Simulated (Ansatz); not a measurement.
Relaxation of a periodic cell of 17 atoms, Be₁₆C (host Be, host structure hcp, interstitial C), to a largest force component of 0.03 eV/Å in at most 60 steps.

The calculation used DFT PBEsol, scalar-relativistic, plane waves, PAW in Ansatz 0.2.0. Settings: cutoff 420 eV, k mesh 5x5x3, gaussian smearing 0.05 eV, no spin polarisation.

```xyz
17
Lattice="-2.2900 -3.9664 0.0000 3.4350 -1.9832 0.0000 0.0000 0.0000 7.1769" Properties=species:S:1:pos:R:3:forces:R:3
Be 0.000 -3.966 0.000 -0.18 -0.07 -0.31
Be 0.000 -2.644 1.794 -0.13 0.09 -1.14
Be 0.000 -3.966 3.588 -1.88 -1.32 1.51
Be 0.000 -2.644 5.383 -0.21 0.13 0.58
Be -1.145 -1.983 0.000 0.19 -0.10 -0.53
Be 2.290 -2.644 1.794 0.81 0.75 -0.74
Be -1.145 -1.983 3.588 0.73 -0.39 1.55
Be 2.290 -2.644 5.383 0.21 0.10 0.36
Be 1.145 -1.983 0.000 -0.02 0.19 -0.30
Be 1.145 -0.661 1.794 -0.92 0.49 -0.29
Be 1.145 -1.983 3.588 0.26 1.67 1.08
Be 1.145 -0.661 5.383 0.11 -0.06 0.14
Be 0.000 0.000 0.000 -0.09 0.06 -0.17
Be 1.145 -4.627 1.794 -0.21 -1.57 -1.11
Be 0.000 0.000 3.588 0.90 -0.56 0.30
Be 1.145 -4.627 5.383 0.02 -0.23 0.38
C 1.134 -3.327 2.728 0.42 0.81 -1.29
```

Q: Where does it end, and by what steps?

A: The run converged. The force dipped under the threshold on the way, but the program's further checks kept it going. Limits of this set-up: coarse k mesh. After 5 steps the energy has fallen by 0.794 eV; Be15 moved furthest, 0.14 Å.

```
step  energy less start (eV)  largest force component (eV/Å)  accepted
   0                  0.0000                           1.877       yes
   1                 -0.5652                           0.986       yes
   2                 -0.7860                           0.129       yes
   3                 -0.7886                           0.140       yes
   4                 -0.7939                           0.016       yes
   5                 -0.7939                           0.016       yes
```

```xyz
17
Lattice="-2.2900 -3.9664 0.0000 3.4350 -1.9832 0.0000 0.0000 0.0000 7.1769" Properties=species:S:1:pos:R:3
Be -0.036 -3.975 -0.045
Be 0.007 -2.649 1.672
Be -0.013 -4.067 3.641
Be 0.002 -2.647 5.431
Be -1.147 -1.983 -0.045
Be 2.302 -2.547 1.746
Be -1.153 -1.980 3.714
Be 2.325 -2.638 5.432
Be 1.134 -1.950 -0.045
Be 1.034 -0.598 1.741
Be 1.223 -1.924 3.641
Be 1.154 -0.668 5.427
Be -0.010 0.005 -0.040
Be 1.066 -4.688 1.746
Be 0.110 -0.066 3.647
Be 1.155 -4.663 5.432
C 1.143 -3.306 2.694
```

Whether the end is a true minimum wasn't checked by a vibrational analysis.

Run time: 65 s on 1 thread of Arm Neoverse V1 (shared host), peak memory 0.41 GiB.
